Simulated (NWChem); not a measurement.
Species: TiH3Br; SMILES [TiH3][Br]

Results from NWChem. Medium grid unless said otherwise, to which SCAN and Minnesota functionals are sensitive. Structure relaxed at the PBE0/def2-SVP level. Hybrids' shares of exact exchange are those that their runs print; pure functionals count as 0. The functionals differ in more than this share.

```
row              share of exact exchange  orbital gap (eV)
---------------  -----------------------  ----------------
PBE/def2-SVP                        0.00              3.23
PW91/def2-SVP                       0.00              3.23
TPSSh/def2-SVP                      0.10          withheld
B3LYP/def2-SVP                      0.20              5.43
M05-2X/def2-SVP                     0.56              8.78
```

Problem. Fit a straight line of the last column on the one before it, predict the withheld value, and compare with the run.

Solution. 
1. Means of the 4 shown rows: x = 0.190, y = 5.168. Slope Σ(x − x̄)(y − ȳ)/Σ(x − x̄)² = 2.075/0.2092 = 9.921; intercept 3.283.
2. The shown rows scatter about the line by 0.094 (root mean square); the largest residual is +0.16, at B3LYP/def2-SVP.
3. At x = 0.10 (TPSSh/def2-SVP; inside the shown range) the line gives 4.28.
4. The run gives 4.67, +0.39 from the line, 4.1 times the scatter.
